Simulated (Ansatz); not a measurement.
Ideal-gas functions of CdH₂O₂, SMILES `[OH][Cd][OH]` at 500 K and 1 bar, from an Ansatz frequency run at PBE0-D4/def2-TZVP.

Molar mass 146.43 g/mol, point group C2 (symmetry number 2), electronic degeneracy 1, moments of inertia 1.505, 134.262, 134.366 u Å². Harmonic wavenumbers (cm⁻¹, unscaled): 126, 148, 157, 547, 646, 808, 817, 3889, 3890.

Use S(trans) = R[1.5 ln M + 2.5 ln T − 1.1517]; rotational temperatures θ = 24.2544 K / I; S(rot) = R[ln(√π/σ · √(T³/θAθBθC)) + 1.5]; for each mode x = 1.438777 ν̃/T, S = R[x/(eˣ − 1) − ln(1 − e⁻ˣ)] and H = RT x/(eˣ − 1); 1 cm⁻¹ = 0.0119627 kJ/mol; R = 8.31446 J/(mol·K).

**Question.** By hand: the entropy, in J/(mol·K).

**Answer.** Translation 181.8. Rotation: θ = 16.1159, 0.1806, 0.1805 K, giving 91.7. Vibration, mode by mode: 16.80, 15.47, 14.99, 5.35, 4.26, 2.95, 2.89, 0.00, 0.00, in all 62.7. Electronic 0.0. Sum 336.2 J/(mol·K).

**Question.** By hand: H − E and G − E in kJ/mol, counted from the electronic energy.

**Answer.** Zero-point energy ½ × 11028 × 0.0119627 = 66.0; thermal vibration 15.3; translation, rotation and pV give 4 RT = 16.6. H − E = 97.9 kJ/mol, and G − E = 97.9 − 500 × 336.2/1000 = -70.2 kJ/mol.

Vibration gives 19 % of the entropy, 32.3 J/(mol·K) of it from the modes under 150 cm⁻¹: soft modes count most, and the harmonic formula is weakest for them. The sum counts one conformer and one mirror image; others add a mixing term.
